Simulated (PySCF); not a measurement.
C4H5Br, SMILES BrCC1C=C1, point group C1.

Force field and properties: B3LYP/pcSseg-1 (PySCF, grid level 2). Vibrational terms come from second-order perturbation theory with semi-diagonal cubic constants, by steps of ±0.6 along the normal coordinates of each isotopologue. The parent has the commonest isotopes.

Equilibrium geometry (Å):

| atom | x | y | z |
| --- | --- | --- | --- |
| Br1 | 2.6845 | 0.3896 | 0.3781 |
| C2 | 1.0622 | -0.5606 | -0.2847 |
| C3 | -0.1731 | -0.1510 | 0.4706 |
| C4 | -1.4931 | 0.0016 | -0.2531 |
| C5 | -0.9281 | 1.1002 | 0.1200 |
| H6 | 0.9988 | -0.3126 | -1.3449 |
| H7 | 1.2983 | -1.6190 | -0.1619 |
| H8 | -0.1728 | -0.4869 | 1.5129 |
| H9 | -2.3138 | -0.5205 | -0.7232 |
| H10 | -0.9273 | 2.1778 | 0.1961 |

Task: Give the equilibrium and ground-state rotational constants (MHz) of parent; ²H at 7.

Result: 
| species | Ae | Be | Ce | A0 | B0 | C0 | Δ0 (u Å²) | harmonic ZPE (cm⁻¹) |
| --- | --- | --- | --- | --- | --- | --- | --- | --- |
| parent | 12841 | 1401.3 | 1318.8 | 12715 | 1394.5 | 1311.7 | -16.870 | 16435 |
| ²H at 7 | 11753 | 1400.9 | 1306.3 | 11639 | 1394.3 | 1299.3 | -16.918 | 15709 |

Δ0 = Ic − Ia − Ib from the ground-state constants.

Task: How is the parent's vibrational correction B0 − Be made up?

Result: 
```json
{"axis": "a", "harmonic": "33.8", "Coriolis": "-38.4", "cubic": "-122", "total (MHz)": "-127"}
{"axis": "b", "harmonic": "1.44", "Coriolis": "-0.424", "cubic": "-7.77", "total (MHz)": "-6.76"}
{"axis": "c", "harmonic": "0.88", "Coriolis": "-0.443", "cubic": "-7.57", "total (MHz)": "-7.14"}
```

Task: And its quartic centrifugal distortion constants from the harmonic force field?

Result: Asymmetric top, A reduction, Ir representation: ΔJ = 0.47 kHz, ΔJK = -10.3 kHz, ΔK = 124 kHz, δJ = 0.0581 kHz, δK = 1.9 kHz.

Task: Which nuclear quadrupole couplings χaa, χbb, χcc (MHz) does the parent show, at equilibrium and averaged?

Result: 79Br at 1: 340.3, -67.5, -272.8 and 338.1, -65.0, -273.1.

A mode lies under 250 cm⁻¹, where this perturbation treatment is rough. Internal rotors are held in one well.
